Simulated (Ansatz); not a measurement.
Reaction (germylene formation by 1,1-elimination): `[F][GeH2][SiH2]Cl` → `[GeH2]` + `F[SiH2]Cl`

Computed with Ansatz on PBE0-D4/def2-TZVP structures; ΔE is electronic, products minus reactants. CCSD(T)/CBS is the MP2 limit (def2-TZVPP, def2-QZVPP) plus CCSD(T) − MP2 in def2-TZVPP, frozen cores. This one scheme is used for every species. Functionals use def2-TZVPP. B3LYP here is the variant with VWN-RPA as its local correlation; programs differ in this. HSE06 is defined as in plane-wave codes. For Ge outer-core shells are correlated without core-valence functions, which leaves a few kJ/mol of doubt a bond. Scalar relativity is left out up to krypton. One conformer a species, not always the lowest.

```tsv
level	ΔE (kcal/mol)	difference from CCSD(T)/CBS
revPBE-D4	22.9	2.3
BLYP-D4	17.6	-3.0
r2SCAN-D4	25.4	4.8
B97M-V	23.2	2.6
HSE06-D4	25.3	4.7
BHLYP-D4	20.1	-0.5
CAM-B3LYP-D4	20.2	-0.4
B2PLYP	19.2	-1.4
PBE-QIDH	25.6	5.0
PBE	23.0	2.4
B3LYP	16.1	-4.5
HSE06	23.8	3.2
HF/def2-SVP	17.1	-3.5
MP2/def2-SVP	24.9	4.3
CCSD/def2-TZVPP	20.2	-0.4
CCSD(T)/def2-TZVPP	21.7	1.1
CCSD(T)/CBS	20.6	0
```

Largest T1 diagnostic among the species: 0.012.

At CCSD(T), def2-SVP lies +1.1 kcal/mol from the extrapolated value and def2-TZVPP +1.1 kcal/mol. Leaving LDA and LC-ωPBE aside and taking each functional with its dispersion term where it has one, the values spread over 7.9 kcal/mol, from BLYP-D4 to PBE-QIDH. LDA lies +7.4 kcal/mol from PBE without D4.
